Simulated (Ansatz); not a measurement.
Isolated molecules relaxed with PBE0-D4/def2-TZVP in Ansatz; ΔE leaves out vibrations. CCSD(T)/CBS is the MP2 limit (def2-TZVPP, def2-QZVPP) plus CCSD(T) − MP2 in def2-TZVPP, frozen cores. This one scheme is used for every species. DFT in def2-TZVPP. B3LYP here is the variant with VWN-RPA as its local correlation; programs differ in this. Each species was taken in one conformer, which may not be the lowest.

Reaction (substitution at a C–C bond): `CCC(CC)C(C)C` + `N[SiH3]` → `CCN[SiH3]` + `CCCC(C)C`

(1) Is it downhill or uphill in electronic energy at CCSD(T)/CBS, and by how much? (Best estimate.)

(2) What do these levels give: PBE-D4, B3LYP-D4, B2PLYP, CCSD/def2-TZVPP, MP2/def2-QZVPP, MP2/CBS(def2)? (An estimate is asked.)

Largest T1 diagnostic among the species: 0.010.

## Answers

(1) Ansatz gave: Uphill: ΔE = +0.30 eV.

(2) Ansatz gave: PBE-D4 0.20, B3LYP-D4 0.19, B2PLYP 0.17, CCSD/def2-TZVPP 0.26, MP2/def2-QZVPP 0.34, MP2/CBS(def2) 0.35 eV.

The D4 term adds +0.11 eV with B3LYP and +0.07 eV with PBE0; it sums over pairs of atoms, weighted by their polarisabilities, and B3LYP, whose exchange is more repulsive, gets the larger term. In def2-TZVPP, CCSD(T) changes the Hartree–Fock value by +0.26 eV (the triples alone add +0.03 eV) and MP2 by +0.31 eV.
